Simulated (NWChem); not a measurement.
# C₃H₇BO; SMILES C(C=C)BO

```xyz
12

B     -0.3424     1.2669    -0.3564
C     -0.5326    -0.0349     0.5219
C     -0.3288    -1.2867    -0.2735
C      0.6159    -2.2044    -0.0564
H     -1.5840     0.0025     0.8737
H      0.1053    -0.0346     1.4233
H     -1.0106    -1.4279    -1.1220
H      1.3261    -2.1135     0.7725
H      0.7129    -3.0834    -0.6986
H     -0.8966     1.3857    -1.4283
O      0.4123     2.3191     0.0240
H      0.8450     2.1872     0.8752
```
Atoms are numbered in this order, from 1.

Results from NWChem. Pople sets run with spherical d functions. Coordinates come from a PBE0/def2-SVP optimisation. Level: PBE0/6-31+G*; rows give the wavelength of the field.

```tsv
field	isotropic polarisability (bohr³)	anisotropy (bohr³)
static	53.7	21.7
1065 nm	54.3	22.2
589 nm	55.6	23.4
```
